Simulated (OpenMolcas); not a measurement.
**W: effect of the basis set**

| Quantity | Value |
| --- | --- |
| Program | OpenMolcas 26.06 |
| Method | CASSCF |
| Active space | 6 electrons in 6 orbitals (5d 6s) |
| State averaging | 2S+1 = 5 even, 30 roots; 2S+1 = 7 even, 1 root kept (CI in the orbitals of an earlier block); 2S+1 = 3 even, 55 roots kept (CI in the orbitals of an earlier block); 2S+1 = 1 even, 30 roots kept (CI in the orbitals of an earlier block) |
| Spin-orbit coupling | state interaction with AMFI integrals over the reference wave functions, term energies averaged over their components |

A. ANO-R2 [8s6p5d3f2g], X2C, finite nucleus; cost of the order of 80 core-seconds
B. ANO-RCC-VTZP [8s7p5d3f2g1h], DKH2, point nucleus; cost about 70 core-seconds
C. ANO-R3 [9s7p6d4f3g2h], X2C, finite nucleus; cost of the order of 60 core-seconds
D. ANO-RCC-VQZP [9s8p6d4f3g2h], DKH2, point nucleus; cost roughly 90 core-seconds

Energies in cm-1 above 5d4 6s2 5D0, the measured ground level; measured values from NIST Handbook of Basic Atomic Spectroscopic Data.

```json
{"Level": "5d5 6s 7S3", "A": "-7622", "B": "-7685", "C": "-7621", "D": "-7696", "Measured": "2951"}
{"Level": "5d4 6s2 5D0", "A": "0.0", "B": "0.0", "C": "0.0", "D": "0.0", "Measured": "0.0"}
{"Level": "5d4 6s2 5D1", "A": "1063", "B": "1052", "C": "1050", "D": "1053", "Measured": "1670"}
{"Level": "5d4 6s2 5D2", "A": "2362", "B": "2343", "C": "2339", "D": "2344", "Measured": "3326"}
{"Level": "5d4 6s2 5D3", "A": "3639", "B": "3614", "C": "3610", "D": "3616", "Measured": "4830"}
{"Level": "5d4 6s2 5D4", "A": "4928", "B": "4898", "C": "4893", "D": "4900", "Measured": "6219"}
{"Level": "5d4 6s2 3P0 [57 %]", "A": "10835", "B": "10829", "C": "10827", "D": "10835", "Measured": "9258"}
{"Level": "5d4 6s2 3P1 [57 %]", "A": "14525", "B": "14497", "C": "14494", "D": "14499", "Measured": "13307"}
{"Level": "5d5 6s 5G4", "A": "15043", "B": "14965", "C": "15009", "D": "14952", "Measured": ""}
{"Level": "5d5 6s 5G3 [56 %]", "A": "15148", "B": "15083", "C": "15114", "D": "15075", "Measured": ""}
{"Level": "5d5 6s 5G5", "A": "15248", "B": "15167", "C": "15213", "D": "15154", "Measured": ""}
{"Level": "5d5 6s 5G6", "A": "15561", "B": "15472", "C": "15521", "D": "15458", "Measured": ""}
{"Level": "5d4 6s2 3G5 [50 %]", "A": "16473", "B": "16435", "C": "16429", "D": "16435", "Measured": ""}
{"Level": "5d4 6s2 3F2", "A": "17282", "B": "17246", "C": "17237", "D": "17250", "Measured": ""}
{"Level": "5d5 6s 5P1 [52 %]", "A": "17378", "B": "17307", "C": "17344", "D": "17298", "Measured": ""}
{"Level": "5d4 6s2 3G4 [53 %]", "A": "17585", "B": "17549", "C": "17540", "D": "17551", "Measured": ""}
{"Level": "5d4 6s2 3H6", "A": "18926", "B": "18890", "C": "18869", "D": "18891", "Measured": ""}
{"Level": "5d4 6s2 3H5 [56 %]", "A": "20380", "B": "20327", "C": "20312", "D": "20328", "Measured": ""}
{"Level": "5d5 6s 5D4", "A": "21077", "B": "20993", "C": "21023", "D": "20979", "Measured": ""}
```

A puts 5d5 6s 7S3 lowest. B puts 5d5 6s 7S3 lowest. C puts 5d5 6s 7S3 lowest. D puts 5d5 6s 7S3 lowest.

Deviations, from unrounded energies. A percentage is the sum of absolute deviations over the sum of measured energies, with the sign that they share, or ± where signs differ.

```csv
Against measurement,Levels,A,B,C,D
mean absolute deviation (cm-1),7,2500,2500,2500,2500
fine structure of the ground term (%),4,-25.3,-25.8,-25.9,-25.8
other terms of the ground configuration (%),2,+12.4,+12.2,+12.2,+12.3
other configurations (%),1,-358.2,-360.4,-358.2,-360.8
```

A, B, C, D lie about equally close to measurement. The largest miss of A in the table is 5d5 6s 7S3, by -11000 cm-1. The ranking rests on the paired levels alone, and a cruder setting can come out closer through cancelling errors.

Among A to D the level of the table that moves most is 5d5 6s 5G6, by 100 cm-1 (lowest in D, highest in A).

Without dynamic correlation excited terms often stand tens of per cent too high (terms of higher spin than the ground term too low), and those without a measured partner can miss by more than the paired ones. Terms from blocks run as CI alone lack orbitals of their own. The lowest computed level is not the ground level that NIST lists (5D0). Configurations are named by rounded mean occupations; where the s occupation lies near a half they are strongly mixed, a name can repeat and a true partner stay unpaired. A single d shell beside an s shell can misplace configurations of different d count against each other. Measured partners are found by configuration, term and J. A level has none where our copy of the source lacks it or the pairing is in doubt (some pairs that miss far off the trend of their configuration count as doubtful), and it then counts in no deviation. Levels of configurations outside the active space are missing. Levels that lie high or do not pair safely by name in every column are left out.

A share in square brackets marks a mixed level and gives the weight of the term that names it, the lowest over the columns.
